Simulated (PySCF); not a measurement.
**Kr: excitation energy**

Kr [Kr] (1S) → Kr [Ar] 3d10 4s2 4p5 5s1 (3P), as a difference of total energies. Calculation: PySCF 2.14, in aug-cc-pVQZ-PP with one added diffuse shell each of s, p, d, f, g type with ECP10MDF (8s7p6d4f3g, 114 functions); a scalar-relativistic core potential. Correlated levels: valence: 3s2 3p6 3d10 frozen. The calculations carry no spin-orbit coupling.

| method | excitation energy (eV) |
| --- | --- |
| UHF | 9.321 |
| LDA | 9.968 |
| PBE | 9.786 |
| PBE0 | 9.923 |
| r2SCAN | 10.134 |
| BP86 | 9.859 |
| BHandHLYP | 9.959 |
| MN15 | 9.732 |
| MP2 (valence) | 10.104 |
| SCS-MP2 (valence) | 10.113 |

Task: How much does correlation contribute at MP2 (valence)?

Result: 10.104 − (9.321) = 0.783 eV, measured against UHF.

The promoted electron is Rydberg-like, and one or two diffuse shells describe it only roughly, which tends to raise the upper state.
